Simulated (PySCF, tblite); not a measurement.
One entry of a table of gas-phase calculations, keyed by method. Lists by class give the value and the number of equivalent atoms.

```json
{
 "formula": "C8H9O",
 "smiles": "C=C1C=CC[C]1C(C)=O",
 "inchi": "InChI=1S/C8H9O/c1-6-4-3-5-8(6)7(2)9/h3-4H,1,5H2,2H3",
 "charge": 0,
 "multiplicity": 2,
 "geometry_level": "GFN2-xTB",
 "electronic_structure_code": "PySCF",
 "results": {
  "GFN2-xTB geometry": {
   "point_group": "Cs",
   "rotational_constants_GHz": [2.696, 1.512, 0.98]
  },
  "GFN2-xTB harmonic vibrations, gas phase": {
   "strongest_ir_bands_cm-1_km_per_mol_modes": [
    [1230.7, 83.2, 1],
    [1384.6, 73.1, 1],
    [1406.0, 84.6, 1],
    [1629.6, 155.1, 1],
    [1631.7, 81.4, 1],
    [3139.1, 45.2, 1]
   ],
   "zpe_kcal_per_mol": 89.0
  },
  "UKS B3LYP, pcH-1 on C H O, non-relativistic, mean-field spin-orbit, GIAO": {
   "g_iso": 2.00381,
   "g_tensor": [2.00213, 2.00363, 2.00566],
   "s2": 0.783,
   "a_iso_by_class_MHz": [
    ["1H", 67.3, 2],
    ["13C", 48.8, 1],
    ["13C", 42.9, 1],
    ["13C", -41.0, 1],
    ["1H", -34.3, 1]
   ]
  }
 }
}
```

⟨S²⟩ is 0.033 above the pure-spin value S(S + 1) = 0.75. g_iso is shifted by about +1490 ppm from the free-electron value 2.002319; the principal values span 0.0035. At 9.50 GHz, hν = g·μB·B₀ (B₀ the magnetic field) puts the centre of the isotropic spectrum, to first order, at 338.7 mT.

 In GFN2-xTB open shells enter through the occupations alone, without spin polarisation, so single modes can be far off. Hyperfine couplings depend on the geometry, which wasn't re-optimised at a DFT level. The unpaired spin is shared among atoms: the largest Mulliken spin population is 0.58. Couplings of like nuclei are plain means over topologically equivalent atoms, as if these changed places fast (by rotation of a methyl-like group, say); in this geometry the members of some sets differ.

Conformer computed: `[CH2:1]=[C:2]1[CH:3]=[CH:4][CH2:5][C:6]1[C:7]([CH3:8])=[O:9]`: C5–C6–C7–C8 0°.

One conformer stands for the species.
